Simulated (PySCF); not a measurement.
Cartesian coordinates (Å):
```xyz
6

C     -0.7703    -0.4243     0.2791
Si     0.6497     0.3579    -0.2354
H     -1.0390    -1.4161    -0.0609
H     -1.4660     0.0362     0.9685
H      1.0234     1.7073     0.2220
H      1.6021    -0.2609    -1.1733
```
Charge 0, multiplicity 1.

### Question
Give the HOMO, LUMO and dipole moment at the level PBE-D3(BJ)/def2-TZVP // B3LYP-D3(BJ)/def2-TZVP in PySCF 2.14.0.

### Answer

| Property | Result |
|---|---|
| HOMO | -5.67 eV |
| LUMO | -2.07 eV |
| dipole moment | 0.61 D |
